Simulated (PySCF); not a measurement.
Isomers of C6H10OSi2, from PBE0-D3(BJ)/def2-SVP geometry optimisation, gas phase in PySCF. One conformer each, no zero-point energy, no frequencies.

Task: Which is lower in electronic energy at this level?
A. `[CH3:1][C:2]#[C:3][SiH2:4][C:5]#[C:6][SiH2:7][O:8][CH3:9]` with C6–Si7–O8–C9 54°: A = 1621, B = 428.8, C = 348.2 MHz, dipole 2.99 D
B. `[SiH3:1]/[CH:2]=[CH:3]/[SiH2:4][c:5]1[cH:6][cH:7][cH:8][o:9]1` with C2–C3–Si4–C5 115°, C3–Si4–C5–C6 -14°: A = 3030, B = 452.5, C = 402.6 MHz, dipole 0.92 D

Result: B. That is `[SiH3]/C=C/[SiH2]C1=CC=CO1`, 23.1 kcal/mol below the other.

```tsv
SMILES	mapped SMILES	E (Eh)	relative (kcal/mol)	relative (kJ/mol)	dipole (D)
[SiH3]/C=C/[SiH2]c1ccco1	[SiH3:1]/[CH:2]=[CH:3]/[SiH2:4][c:5]1[cH:6][cH:7][cH:8][o:9]1	-887.81665	0.0	0.0	0.92
CC#C[SiH2]C#C[SiH2]OC	[CH3:1][C:2]#[C:3][SiH2:4][C:5]#[C:6][SiH2:7][O:8][CH3:9]	-887.77977	23.1	96.8	2.99
```

As drawn, the lower has an aromatic ring and a C=C bond outside aromatic rings, which the higher lacks; the higher has a C≡C bond and an Si–O bond, which the lower lacks.
